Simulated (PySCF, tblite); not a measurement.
Isomers of C3H11F2NSi3, one GFN2-xTB conformer each. Single-point energies are computed at PBE0/pcSseg-1 (PySCF, gas phase, no added dispersion term), electronic only.

```json
{"SMILES": "NCC(F)(F)[Si@H]1C[SiH2][SiH2]1", "GFN2-xTB relative energy (kcal/mol)": "104.8"}
{"SMILES": "F[C@@H]1C[SiH2][Si@@](F)(N[SiH3])C1", "GFN2-xTB relative energy (kcal/mol)": "0.0"}
```

Conformers: `[NH2:1][CH2:2][C:3]([F:4])([F:5])[Si@H:6]1[CH2:7][SiH2:8][SiH2:9]1` with H–N1–C2–C3 61° and -59°, N1–C2–C3–F4 74°, C2–C3–Si6–C7 85°, C3–Si6–C7–Si8 100°, Si6–C7–Si8–Si9 9°, C7–Si8–Si9–Si6 -7°, C3–Si6–Si9–Si8 -100°; `[F:1][C@@H:2]1[CH2:3][SiH2:4][Si@@:5]([F:6])([NH:7][SiH3:8])[CH2:9]1` with Si4–Si5–N7–Si8 55°, F1–C2–C3–Si4 -175°, C2–C3–Si4–Si5 26°, C3–Si4–Si5–F6 115°, Si4–Si5–C9–C2 -27°.

Task: What does PBE0/pcSseg-1 give for the same structures?

Result: 
```tsv
SMILES	PBE0/pcSseg-1 E (Eh)	PBE0/pcSseg-1 (kcal/mol)	GFN2-xTB (kcal/mol)	point group
F[C@@H]1C[SiH2][Si@@](F)(N[SiH3])C1	-1243.13720	0.0	0.0	C1
NCC(F)(F)[Si@H]1C[SiH2][SiH2]1	-1243.01353	77.6	104.8	C1
```

Both levels put the same isomer lowest. As drawn, the lower has an Si–F bond, which the higher lacks; the higher has a four-membered ring and two fluorines on one carbon, which the lower lacks.

Task: Which frontier levels, dipoles and rotational constants go with these structures?

Result: 
```json
{"SMILES": "F[C@@H]1C[SiH2][Si@@](F)(N[SiH3])C1", "HOMO (eV, PBE0/pcSseg-1)": "-7.32", "LUMO (eV)": "-0.81", "dipole (D)": "2.22", "A, B, C (MHz)": "1105, 702.5, 598.9"}
{"SMILES": "NCC(F)(F)[Si@H]1C[SiH2][SiH2]1", "HOMO (eV, PBE0/pcSseg-1)": "-7.18", "LUMO (eV)": "-1.05", "dipole (D)": "2.13", "A, B, C (MHz)": "1521, 689.4, 587.4"}
```

Task: What happens when harmonic zero-point energies from GFN2-xTB frequencies are added?

Result: 
| SMILES | ZPE (kcal/mol) | electronic (kcal/mol) | with ZPE (kcal/mol) |
| --- | --- | --- | --- |
| F[C@@H]1C[SiH2][Si@@](F)(N[SiH3])C1 | 83.9 | 0.0 | 0.0 |
| NCC(F)(F)[Si@H]1C[SiH2][SiH2]1 | 82.9 | 77.6 | 76.6 |

The zero-point energies span 1.0 kcal/mol. The order is unchanged.
